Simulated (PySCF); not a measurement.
Z-matrix (Å, degrees):
```
Y
F 1 2.0086
F 1 2.0086 2 125.05
N 1 2.1377 2 117.39 3 -177.73
H 4 1.0223 1 127.54 2 178.39
H 4 1.0224 5 105.23 1 179.41
```
Charge 0, multiplicity 1.

Question: Give the total energy, dipole moment and HOMO–LUMO gap at the level PySCF 2.14.0 with TPSSh-D3(BJ)/def2-TZVP // r2SCAN-D4/def2-SVP.

Answer: 
```json
{
  "total_energy": "-294.2824 Ha",
  "dipole_moment": "1.91 D",
  "HOMO–LUMO gap": "4.27 eV"
}
```
